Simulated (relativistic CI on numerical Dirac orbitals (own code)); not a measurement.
Electric-dipole lines of Cs2+

Method of calculation: Dirac-Coulomb-Breit CI, orbitals from a KLI potential per configuration, a model potential for QED, valence Slater integrals scaled by 0.85, P86 correlation energy added to each configuration (own radial code, finite nucleus).

Configuration list (outside the closed core [Kr] 4d10): 5s2.5p5, 5s.5p6, 5s2.5p4.5d, 5s2.5p4.5f, 5s2.5p4.6s, 5s.5p5.5d, 5s2.5p4.6p, 5s2.5p4.4f, 5s2.5p4.7s, 5s2.5p4.6d, 5s2.5p4.7p, 5s.5p5.5f, 5s2.5p4.8s, 5s2.5p4.7d, 5s2.5p4.5g, 5s2.5p4.6f, 5s2.5p4.8p, 5s2.5p3.4f.5d, 5s2.5p3.5d.5f, 5s.5p5.6s, 5s.5p4.5d.6s, 5s.5p4.6s2, 5p6.6p, 5p6.4f, 5s.5p5.6p, 5s.5p5.7s, 5s.5p4.5d2, 5s2.5p3.5d2, 5s2.5p2.5d3, 5s2.5p2.5d2.5f, 5s2.5p2.5d2.6s, 5s.5p3.5d3, 5s2.5p2.5d2.6p, 5p5.5d2, 5p4.5d3, 5p4.5d2.5f, 5p4.5d2.6s, 5p4.5d2.6p, 5p5.5f2, 5p4.5d.5f2, 5p4.5f3, 5p4.5f2.6s, 5p4.5f2.6p. Double excitations out of closed p, d and f shells are left out; levels of such configurations are missing from the list, as are those of other unlisted configurations, and high levels can miss mixing partners. These lack a partner that the ground configuration has and come out too high: 5s2.5p4.4f, 5s2.5p4.7s, 5s2.5p4.6d, 5s2.5p4.7p, 5s.5p5.5f.

| λ vac (Å) | Lower | Upper | A (s⁻¹) | E lower (cm⁻¹) | E upper (cm⁻¹) |
| --- | --- | --- | --- | --- | --- |
| 402.82 | 5s2.5p5 2P°_3/2 [1] | 5s2.5p4.7d 2D_5/2 [222] | 2.74e+09 | 0.0 | 248252.4 |
| 416.95 | 5s2.5p5 2P°_1/2 [2] | 5s2.5p4.6d 2D_3/2 [253] | 4.41e+09 | 13663.6 | 253499.6 |
| 421.47 | 5s2.5p5 2P°_3/2 [1] | 5s2.5p4.7d 2D_3/2 [167] | 5.86e+09 | 0.0 | 237267.6 |
| 421.53 | 5s2.5p5 2P°_3/2 [1] | 5s2.5p4.7d 2D_5/2 [166] | 6.21e+09 | 0.0 | 237229.7 |
| 433.10 | 5s2.5p5 2P°_3/2 [1] | 5s2.5p4.6d 2S_1/2 [141] | 6.97e+09 | 0.0 | 230894.8 |
| 448.71 | 5s2.5p5 2P°_3/2 [1] | 5s2.5p4.6d 2D_5/2 [125] | 4.84e+09 | 0.0 | 222862.7 |
| 456.47 | 5s2.5p5 2P°_1/2 [2] | 5s2.5p4.6d 2D_3/2 [152] | 5.76e+09 | 13663.6 | 232738.1 |
| 456.58 | 5s2.5p5 2P°_1/2 [2] | 5s2.5p4.6d 2S_1/2 [151] | 6.95e+09 | 13663.6 | 232682.4 |
| 471.38 | 5s2.5p5 2P°_3/2 [1] | 5s2.5p4.6d 2F_5/2 [95] | 4.98e+09 | 0.0 | 212140.8 |
| 472.34 | 5s2.5p5 2P°_3/2 [1] | 5s2.5p4.6d 2D_3/2 [94] | 5.06e+09 | 0.0 | 211712.2 |
| 570.81 | 5s2.5p5 2P°_3/2 [1] | 5s2.5p4.5d 2S_1/2 [43] | 9.78e+09 | 0.0 | 175190.8 |
| 571.29 | 5s2.5p5 2P°_3/2 [1] | 5s2.5p4.5d 2D_5/2 [42] | 1.71e+09 | 0.0 | 175043.9 |
| 591.71 | 5s2.5p5 2P°_3/2 [1] | 5s2.5p4.5d 2P_1/2 [38] | 2.41e+10 | 0.0 | 169000.6 |
| 593.65 | 5s2.5p5 2P°_1/2 [2] | 5s2.5p4.5d 2D_3/2 [48] | 2.08e+10 | 13663.6 | 182112.7 |
| 602.90 | 5s2.5p5 2P°_3/2 [1] | 5s2.5p4.5d 2D_3/2 [34] | 1.26e+10 | 0.0 | 165864.5 |
| 607.67 | 5s2.5p5 2P°_3/2 [1] | 5s2.5p4.5d 2D_5/2 [33] | 2.49e+10 | 0.0 | 164561.8 |
| 610.76 | 5s2.5p5 2P°_3/2 [1] | 5s2.5p4.5d 2P_3/2 [32] | 1.22e+10 | 0.0 | 163731.7 |
| 619.09 | 5s2.5p5 2P°_1/2 [2] | 5s2.5p4.5d 2S_1/2 [43] | 2.64e+10 | 13663.6 | 175190.8 |
| 622.33 | 5s2.5p5 2P°_3/2 [1] | 5s2.5p4.6s 2D_5/2 [30] | 3.02e+09 | 0.0 | 160686.7 |
| 657.03 | 5s2.5p5 2P°_1/2 [2] | 5s2.5p4.5d 2D_3/2 [34] | 4.18e+09 | 13663.6 | 165864.5 |

Terms are leading LS components. Brackets give the number of a level in order of energy, since labels repeat. The list gives strong lines, with weight on those to low levels, without lines whose two gauges differ by over a factor of 2.5, among the lowest 315 of 10197 levels, so that lines to higher ones, which can be the strongest, are missing, and without lines across small gaps between configurations, and without 206 lines that miss the measured interval by over 3.5 %, start from a term whose rates miss tabulated ones by over 60 %, have gauges far apart or, lacking measured levels, span too small a gap for the errors found; lines with a level outside our table were not tested and can miss by more. Levels whose partners in the same complex of configurations lie outside the list can be far off, and so can their lines. Rates are taken at the computed energies, electric ones in the length gauge.

For a near-neutral ion this model can misplace configurations by up to about 10,000 cm⁻¹ (more where the count of f electrons changes) and terms by 10 to 25 % of their spread. Rates follow the energies as ν³ (E1, M1) or ν⁵ (E2), so they and the lifetimes can be off by large factors. The fine structure of a lone outer electron comes out too small, for d and f at times inverted, and misplaced configurations move strength between like terms. 14 of the 37 excited levels that our extract of the measured tables holds in this range could be paired (the sources list more); they are missed by 2578 cm⁻¹ on average and 5545 at most, and levels without a partner can miss by more.

LS names give the leading component of a level, which can be under half, so a name can repeat, a term be missing and a line seem to break the LS rules.
